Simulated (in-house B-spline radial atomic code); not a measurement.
A run on an ion of nuclear charge 51 with 51.8 electrons that did not converge. Method: scalar-relativistic (X2C) revTPSS, spin-polarised, spherical fractional occupations, Fermi nucleus of rms radius 4.6802 fm; computed with a B-spline radial code for spherical atoms.

Command:
```bash
python run_scf.py task.json out
```
Settings (nuclear radius in fm, mass in u):
```
Z                51
configuration    [Kr] 4d10 5s2 5p3.8
hamiltonian      x2c
method           revtpss,revtpss
spin_polarised   True
nucleus          fermi
rms_radius       4.6802
atomic_mass      120.90381
speed_of_light   137.035999084
```

First and last ten iterations of the last attempt (damped for 15 steps, keeping 80 % of the old Fock matrix, then DIIS):
```
 iter        energy (Eh)    residual
    1       -6479.542180    8.01e-02
    2       -6479.545882    2.29e-03
    3       -6479.545948    1.66e-03
    4       -6479.545972    1.22e-03
    5       -6479.545988    9.10e-04
    6       -6479.546009    6.87e-04
    7       -6479.546023    5.97e-04
    8       -6479.546024    3.83e-04
    9       -6479.539020    5.17e-03
   10       -6479.545296    2.62e-03
  111       -6479.491718    1.37e-02
  112       -6479.491527    1.37e-02
  113       -6479.491558    1.37e-02
  114       -6479.491372    1.37e-02
  115       -6479.491649    1.37e-02
  116       -6477.559901    8.14e-02
  117       -6477.655157    7.01e-02
  118       -6452.037694    3.00e-01
  119       -6451.891656    3.01e-01
  120       -6453.700776    2.87e-01
 not converged after 120 iterations
```

The smallest residual met was 7.4e-05; the threshold is about 5e-07. No energy from this run should be used. The likely cause: this method binds the added charge weakly or not at all at the basis-set limit, so charge moves back and forth between the atom and the box. Cost of the run: 2.6 s on 1 thread of Arm Neoverse V2, with other jobs on the host.
